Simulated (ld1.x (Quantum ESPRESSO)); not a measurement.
Transferability test, TM semilocal potential for titanium

```json
{"Element": "Ti", "Generator": "ld1.x (Quantum ESPRESSO) 7.5", "Type": "norm-conserving Troullier–Martins (semilocal form)", "Functional": "LDA (PZ)", "Relativity": "scalar-relativistic", "Frozen core": "[Ar]", "Valence charge": "4", "Reference configuration": "3d2 4s2 4p0", "Partial waves": "4s (bound): rc 3.20 bohr; 3d (bound): rc 1.95 bohr; 4p (bound, empty): rc 4.00 bohr", "Local potential": "the p channel", "Core correction": "Bessel-smoothed model core inside 1.25 bohr"}
```

Energies are relative to the spin-unpolarised reference configuration 3d2 4s2 4p0; without spin polarisation the order of configurations can differ from experiment. Spin-polarised rows fill each open shell by Hund’s rule, majority spin first.

| valence configuration | charge | ΔE all-electron (eV) | error AE − PS (meV) |
| --- | --- | --- | --- |
| 3d2 4s1 4p0 | +1 | 7.536 | -3.6 |
| 3d2 4s0 4p0 | +2 | 21.336 | -42 |
| 3d1 4s0 4p0 | +3 | 48.525 | -488 |
| 3d2 4s1 4p1 | 0 | 3.136 | -1.6 |
| 3d2 4s0 4p2 | 0 | 6.434 | -7.5 |
| 3d2.5 4s1.5 4p0 | 0 | 0.324 | -37 |
| 3d1 4s2 4p0 | +1 | 9.980 | -208 |
| 3d2 4s1 4p0 (spin-polarised) | +1 | 6.292 | +27 |

**Question.** What are ΔE and the potential's error for 3d2 4s2 4p0 (spin-polarised)?

**Answer.** ΔE = -0.670 eV all-electron; the error (AE − PS) is +26 meV.
